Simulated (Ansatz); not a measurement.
`FCCBS` → `CBSCF`  (isomerisation)

Program: Ansatz. Geometries: PBE0-D4/def2-TZVP. ΔE: electronic, gas phase. CBS: MP2 limit from def2 TZ/QZ plus the TZ coupled-cluster correction, frozen cores. DFT in def2-TZVPP. B3LYP here is the variant with VWN-RPA as its local correlation; programs differ in this. Each species was taken in one conformer, which may not be the lowest.

`FCCBS`:

```xyz
11

F    -1.380   -0.126   -1.566
C    -0.171    0.526   -1.370
C     0.188    0.501    0.097
B     0.364   -0.947    0.667
S    -0.141   -1.476    2.283
H     0.582    0.007   -1.971
H    -0.289    1.546   -1.748
H    -0.522    1.107    0.668
H     1.168    0.992    0.203
H     0.913   -1.798    0.030
H    -0.712   -0.333    2.707
```

`CBSCF`:

Z-matrix (Å, degrees):
```
C
B 1 1.557
H 1 1.097 2 109.0
H 1 1.096 2 109.9 3 115.0
H 1 1.091 2 115.2 3 -121.9
S 2 1.779 1 120.3 3 120.6
H 2 1.197 1 122.1 3 -59.9
C 6 1.804 2 103.2 1 -178.2
F 8 1.371 6 111.3 2 91.8
H 8 1.092 6 108.0 2 -149.5
H 8 1.090 6 109.4 2 -28.5
```

**Question.** Is it downhill or uphill in electronic energy at CCSD(T)/CBS, and by how much? (An estimate is asked.)

**Answer.** Computed: Uphill: ΔE = +9.5 kJ/mol.

**Question.** What do these levels give: PBE-D4, r2SCAN-D4, B3LYP-D4, ωB97X-V, ωB97M-V, PBE0, HF/def2-TZVPP, MP2/def2-TZVPP, CCSD/def2-TZVPP, CCSD(T)/def2-TZVPP, MP2/CBS(def2), CCSD/CBS(def2)? (Estimate.)

**Answer.** The calculation gave: PBE-D4 2.4, r2SCAN-D4 4.7, B3LYP-D4 6.4, ωB97X-V 9.3, ωB97M-V 8.6, PBE0 6.2, HF/def2-TZVPP 15.8, MP2/def2-TZVPP 10.0, CCSD/def2-TZVPP 14.6, CCSD(T)/def2-TZVPP 12.6, MP2/CBS(def2) 7.0, CCSD/CBS(def2) 11.6 kJ/mol.

Largest T1 diagnostic among the species: 0.013.

In def2-TZVPP, CCSD(T) changes the Hartree–Fock value by −3.2 kJ/mol (the triples alone add −2.0 kJ/mol) and MP2 by −5.8 kJ/mol. From PBE to PBE0 (25 % exact exchange), in def2-TZVPP and without D4, ΔE moves by +4.0 kJ/mol.
